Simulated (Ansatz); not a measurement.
Program: Ansatz 0.2.0.

A structure relaxed at PBE0-D4/def2-TZVP, charge 0, multiplicity 2:

Cartesian coordinates in Å:
```
O 1.317 -0.246 -0.287
Si -0.259 0.156 -0.222
S -1.515 -1.451 0.330
Cl -0.670 1.519 1.258
H 1.686 -0.736 0.452
H -0.559 0.757 -1.531
```

Q: Give its formula and SMILES.

A: ClH2OSSi, `O[SiH]([S])Cl`.

Q: Summarise the bond lengths by kind.

A: 1 × O–Si 1.627 Å; 1 × H–O 0.960 Å; 1 × S–Si 2.113 Å; 1 × Cl–Si 2.054 Å; 1 × H–Si 1.471 Å.
